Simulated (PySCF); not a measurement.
**Electron correlation in Yb (ytterbium, neutral)**

[Xe] 4f14 6s1 6p1, high-spin 3P determinant (an excited configuration). Computed with PySCF 2.14 in ANO-RCC-VTZP (8s7p5d3f2g1h, 104 functions), with the spin-free X2C one-electron Hamiltonian (Gaussian nucleus). Frozen: [Kr] 4d10; 24 electrons correlated.

MP2 pair energies summed by pair of shells (mhartree):

```
 pair   energy  share (%)
4f-4f  -700.76       55.3
4f-5p  -307.56       24.3
5p-5p  -126.09        9.9
4f-5s   -65.91        5.2
5s-5p   -31.25        2.5
5p-6s   -11.78        0.9
4f-6s    -9.02        0.7
5s-5s    -6.13        0.5
5p-6p    -3.94        0.3
4f-6p    -3.39        0.3
6s-6p    -1.55        0.1
5s-6s    -0.57        0.0
5s-6p    -0.23        0.0
```

Total MP2 correlation energy: -1268.2 mhartree.

Same-spin part -484.81 and opposite-spin part -783.37 mhartree; SCS-MP2 scales them by 1/3 and 6/5 to -1101.7 mhartree.

The basis was made for the ground configuration and has no added diffuse functions, which can raise the energy of the promoted electron.
